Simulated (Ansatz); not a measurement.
The same molecule with X = Si, Ge, Sn. Ansatz, PBE0-D4/def2-TZVP geometries, multiplicity 1. Each molecule was computed in one conformer, which needn't be the lowest.

Elements past krypton have def2 core potentials. Scalar relativity is left out up to krypton.

```json
{"X": "Ge", "molecule": "`[OH][Ge][F]`", "mean X–F bond length / Å": "1.767", "mean X–O bond length / Å": "1.771", "HOMO–LUMO gap (PBE0/def2-TZVPP) / eV": "6.32", "HOMO–LUMO gap (PBE/def2-TZVPP) / eV": "4.30", "HOMO–LUMO gap (B3LYP/def2-TZVPP) / eV": "5.91"}
{"X": "Sn", "molecule": "`[OH][Sn][F]`", "mean X–F bond length / Å": "1.934", "mean X–O bond length / Å": "1.969", "HOMO–LUMO gap (PBE0/def2-TZVPP) / eV": "5.52", "HOMO–LUMO gap (PBE/def2-TZVPP) / eV": "3.64", "HOMO–LUMO gap (B3LYP/def2-TZVPP) / eV": "5.11"}
```

Q: Give the row for X = Si, `O[Si]F`. (Best estimate.)

A: Ansatz gave: 
| X | molecule | mean X–F bond length / Å | mean X–O bond length / Å | HOMO–LUMO gap (PBE0/def2-TZVPP) / eV | HOMO–LUMO gap (PBE/def2-TZVPP) / eV | HOMO–LUMO gap (B3LYP/def2-TZVPP) / eV |
| --- | --- | --- | --- | --- | --- | --- |
| Si | `O[Si]F` | 1.620 | 1.637 | 6.19 | 4.19 | 5.81 |

From Si to Sn the mean X–F bond length rises at each step, by 0.314 Å in all; the mean X–O bond length rises at each step, by 0.332 Å in all; the HOMO–LUMO gap (PBE0/def2-TZVPP) isn't monotonic: highest at Ge, lowest at Sn; the HOMO–LUMO gap (PBE/def2-TZVPP) isn't monotonic: highest at Ge, lowest at Sn; the HOMO–LUMO gap (B3LYP/def2-TZVPP) isn't monotonic: highest at Ge, lowest at Sn. Bonds lengthen as the atom grows down the group.

B3LYP here is the variant with VWN-RPA as its local correlation; programs differ in this.
